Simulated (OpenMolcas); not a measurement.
## F: effect of the IPEA shift

* Program: OpenMolcas 26.06
* Basis: ANO-RCC [8s7p4d3f2g]
* Scalar Hamiltonian: DKH2, point nucleus
* Active space: 5 electrons in 9 orbitals (RAS2 2p; RAS3 3s 3d, at most 1 electron)
* State averaging: 2S+1 = 2 odd, 3 roots; 2S+1 = 4 even, 3 roots; 2S+1 = 2 even, 8 roots
* Spin-orbit coupling: state interaction with AMFI integrals over the reference wave functions, term energies averaged over their components

Methods on the same reference wave functions:
A. RASSCF
B. SS-RASPT2, IPEA 0 Eh, imaginary shift 0.1 Eh (closed shells correlated: 1s 2s)
C. SS-RASPT2, IPEA 0.25 Eh, imaginary shift 0.1 Eh (closed shells correlated: 1s 2s)

Energies in cm⁻¹ above 2s² 2p⁵ ²P°_3/2, the measured ground level; measured values from NIST Handbook of Basic Atomic Spectroscopic Data.

```json
{"Level": "2s² 2p⁵ ²P°_3/2", "A": "0.0", "B": "0.0", "C": "0.0", "Measured": "0.0"}
{"Level": "2s² 2p⁵ ²P°_1/2", "A": "404", "B": "404", "C": "404", "Measured": "404"}
{"Level": "2s² 2p⁴ 3s ⁴P_5/2", "A": "98839", "B": "100130", "C": "100560", "Measured": "102406"}
{"Level": "2s² 2p⁴ 3s ⁴P_3/2", "A": "99100", "B": "100390", "C": "100820", "Measured": "102680"}
{"Level": "2s² 2p⁴ 3s ⁴P_1/2", "A": "99261", "B": "100550", "C": "100980", "Measured": "102840"}
{"Level": "2s² 2p⁴ 3s ²P_3/2", "A": "103087", "B": "104110", "C": "104420", "Measured": "104731"}
{"Level": "2s² 2p⁴ 3s ²P_1/2", "A": "103401", "B": "104430", "C": "104730", "Measured": "105056"}
{"Level": "2s² 2p⁴ 3s ²D_5/2", "A": "122953", "B": "122410", "C": "122630", "Measured": ""}
{"Level": "2s² 2p⁴ 3s ²D_3/2", "A": "122953", "B": "122410", "C": "122630", "Measured": ""}
```

Deviations, from unrounded energies. A percentage is the sum of absolute deviations over the sum of measured energies, with the sign that they share, or ± where signs differ.

| Against measurement | Levels | A | B | C |
| --- | --- | --- | --- | --- |
| mean absolute deviation (cm-1) | 6 | 2300 | 1400 | 1000 |
| fine structure of the ground term (%) | 1 | -0.0 | -0.0 | -0.0 |
| other configurations (%) | 5 | -2.7 | -1.6 | -1.2 |

C lies closest to measurement on these levels and A furthest from it. The largest miss of C in the table is 2s² 2p⁴ 3s ⁴P_3/2, by -1900 cm-1. The ranking rests on the paired levels alone, and a cruder setting can come out closer through cancelling errors.

Between B and C the level of the table that moves most is 2s² 2p⁴ 3s ⁴P_5/2, by 440 cm-1 (lowest in B, highest in C). Moves below CASPT2's spread within the term are not significant.

The lowest spin-free term lies below A's lowest term by 0.239 hartree in B, 0.236 hartree in C.

Term energies are means over components that CASPT2 splits; among the terms shown or strongly mixed into the levels shown the widest spread is 23 cm-1 (2s² 2p⁴ 3s ²D, C). ANO sets are built for valence states and can reach diffuse excited orbitals poorly. Without dynamic correlation excited terms often stand tens of per cent too high (terms of higher spin than the ground term too low), and those without a measured partner can miss by more than the paired ones (holds for A). Measured partners are found by configuration, term and J. A level has none where our copy of the source lacks it or the pairing is in doubt (some pairs that miss far off the trend of their configuration count as doubtful), and it then counts in no deviation. Only configurations of the active space appear.

° marks odd parity.
